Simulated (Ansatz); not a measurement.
Basis-set extrapolation for C2H5NSSi (`N[SiH2]C1=CS1`) (PBE0-D4/def2-TZVP geometry, frozen core, Ansatz). Multiplicity 1, RHF reference.

|  | def2-TZVPP | def2-QZVPP |
| --- | --- | --- |
| HF | -819.578963 | -819.605899 |
| MP2 correlation | -0.817618 | -0.877808 |
| CCSD(T) correlation | -0.899383 | not run |

Energies in hartree. Use E(X) = E(∞) + A·exp(−7.88·√X) for Hartree–Fock and E(X) = E(∞) + B·X^(−2.97) for correlation, with X = 3 and 4, and add CCSD(T) minus MP2 of the smaller set to the MP2 limit.

**Question.** What is the CCSD(T) energy at the basis-set limit?

**Answer.** HF limit: -819.605899 + (-0.026936) × 0.13774 = -819.60961. MP2 limit: -0.877808 + (-0.060190) × 0.74074 = -0.92239. Higher-order term: -0.899383 − (-0.817618) = -0.08177. Total: -820.61377 hartree, 355.6 kJ/mol below CCSD(T)/def2-TZVPP.
